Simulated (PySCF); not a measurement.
## Name the molecule from its bond curve

A diatomic of charge +1 contains I. Its singlet curve at LC-ωPBE in a double-zeta basis (spin-free X2C with a Gaussian nucleus, PySCF), in eV from the separated fragments:

R (Å), E (eV) and a bar:
```
    1.803     -2.176 ######################
    1.887     -2.739 #########
    1.971     -3.044 ###
    2.034     -3.146 
    2.097     -3.164 
    2.160     -3.118 #
    2.244     -2.981 ####
    2.349     -2.728 ##########
    2.474     -2.353 ##################
    2.642     -1.809 ##############################
```

The fit gives ωe = 749 cm⁻¹ and the rotational constant Bₑ = 0.4624 cm⁻¹.

Task: Which atom is the partner?

Result: The minimum lies at 2.081 Å, so the reduced mass is 16.8576 u Å² cm⁻¹/(Bₑ·Re²) = 8.418 u. With I at 126.90 u the partner weighs about 9.0 u: Be. The molecule is BeI⁺.

Spin–orbit coupling is left out.
